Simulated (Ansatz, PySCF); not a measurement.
Ligands exchanged one at a time, Ga OH-H. All species are isolated molecules in the gas phase. One relaxed conformer stands for each flexible species; it need not be the lowest. Strings in code marks are SMILES.

Quantity: vertical ionisation energy (energy after one electron is removed minus that of the parent at the parent's geometry), in eV.

Level 1: frozen-core MP2/cc-pVTZ // CAM-B3LYP-D3(BJ)/def2-TZVP (Ansatz, an electronic-structure program)
Level 2: minus the HOMO energy of HF/STO-3G // CAM-B3LYP-D3(BJ)/def2-TZVP (PySCF)
Level 3: minus the HOMO energy of SVWN5/6-31G* // CAM-B3LYP-D3(BJ)/def2-TZVP (PySCF)
Level 4: HF/6-31G* // CAM-B3LYP-D3(BJ)/def2-TZVP (PySCF)

```csv
species,level 1,level 2,level 3,level 4
"`[OH][GaH][OH]` (H–O–Ga–O torsion 0°, O–Ga–O–H torsion 0°)",11.94,7.38,6.88,(withheld)
`[OH][Ga]([OH])[OH]`,12.09,(withheld),(withheld),10.47
`[GaH3]`,11.41,6.96,7.42,10.71
```

**Question.** Fill in the missing entries.

**Answer.** 
- `[OH][GaH][OH]` (H–O–Ga–O torsion 0°, O–Ga–O–H torsion 0°), level 4: 12.12
- `[OH][Ga]([OH])[OH]`, level 2: 7.65
- `[OH][Ga]([OH])[OH]`, level 3: 6.95
